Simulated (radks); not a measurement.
The numbers below are computed, except where a source is named.
Cd XX, configuration [Ar] 3d10 4s1. Level of theory: Dirac Kohn-Sham, PBE, spin-unpolarised, spherical densities, finite nucleus; Fermi nuclear charge, rms radius 4.6087 fm (a radial shooting solver on a logarithmic mesh with Libxc functionals). Some entries of the table are withheld. Estimate them.

orbital,occ.,eigenvalue (Ry),<r^2> (bohr^2),r(max) (bohr)
1s1/2,2,-1987.778,0.001249,0.01968
2s1/2,2,-327.7380,0.02032,0.1113
2p1/2,2,(1),0.01515,0.08589
2p3/2,4,(2),0.01646,0.09022
3s1/2,2,-90.56447,0.1428,0.3219
3p1/2,2,-82.63341,(3),0.3079
3p3/2,4,-80.01807,(4),0.3177
3d3/2,4,-66.08833,0.1239,0.2603
3d5/2,6,-65.54601,0.1262,0.2631
4s1/2,1,-39.23883,0.6428,0.7315

Answer. 
(1) 2p1/2 eigenvalue (Ry): -307.9510
(2) 2p3/2 eigenvalue (Ry): -293.7593
(3) 3p1/2 <r^2> (bohr^2): 0.1372
(4) 3p3/2 <r^2> (bohr^2): 0.1453
